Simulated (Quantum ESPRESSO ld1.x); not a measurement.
The numbers below are computed, except where a source is named.
Problem. Radial electron density D(r) = 4 pi r^2 rho(r) of an atom or ion with 6 electrons. Level of theory: scalar-relativistic Kohn-Sham, LDA (Slater exchange, VWN5 correlation), spin-polarised, spherical densities, point nucleus (ld1.x of Quantum ESPRESSO 7.5).

r (bohr)  D(r) (e/bohr)  spin D(r)
0.005237         0.6730  -0.000215
0.005857         0.8253  -0.000256
0.006552          1.010  -0.000300
0.007328          1.233  -0.000347
0.008131          1.480  -0.000390
0.009095          1.796  -0.000429
0.01017           2.173  -0.000450
0.01138           2.618  -0.000436
0.01273           3.141  -0.000359
0.01424           3.751  -0.000177
0.01592           4.456   0.000177
0.01781           5.261   0.000804
0.01992           6.171    0.00185
0.02228           7.183    0.00355
0.02492           8.293    0.00621
0.02787           9.485     0.0103
0.03118           10.74     0.0166
0.03487           12.01     0.0259
0.03901           13.27     0.0396
0.04363           14.44     0.0597
0.04841           15.40     0.0861
0.05415           16.23      0.126
0.06056           16.76      0.182
0.06774           16.94      0.259
0.07577           16.73      0.364
0.08475           16.09      0.504
0.09479           15.06      0.687
0.106             13.72      0.923
0.1186            12.18       1.22
0.1326            10.60       1.57
0.1484            9.171       1.99
0.166             8.051       2.47
0.1856            7.369       2.98
0.2076            7.176       3.50
0.2322            7.429       3.99
0.2597            7.989       4.38
0.2882            8.599       4.63
0.3224            9.126       4.71
0.3606            9.304       4.57
0.4033            8.989       4.20
0.4511            8.154       3.65
0.5046            6.889       2.97
0.5644            5.382       2.25
0.6313            3.858       1.57
0.7061            2.516       1.00
0.7897            1.478      0.581
0.8833           0.7738      0.301
0.988            0.3565      0.138
1.105            0.1426     0.0553
1.236           0.04872     0.0190
1.383           0.01399    0.00552
1.546          0.003308    0.00133
1.716         0.0007151   0.000293
1.919         0.0001092  0.0000462

What is the nuclear charge?

Solution. Z = 15. The innermost maximum, from 1s, lies near gamma/Z bohr with gamma = sqrt(1 - (Z/c)^2) = 0.994, here 0.0663 bohr (found: 0.0677), and its height grows with Z. The density is that of the phosphorus ion P9+ in [He] 2s2 2p2; the configuration itself is not fixed sharply by these data, and Z only to about a unit. D(r) has 2 maxima, at r = 0.0677, 0.358 bohr, and minima at 0.206 bohr, inside which lie 2.22 electrons.
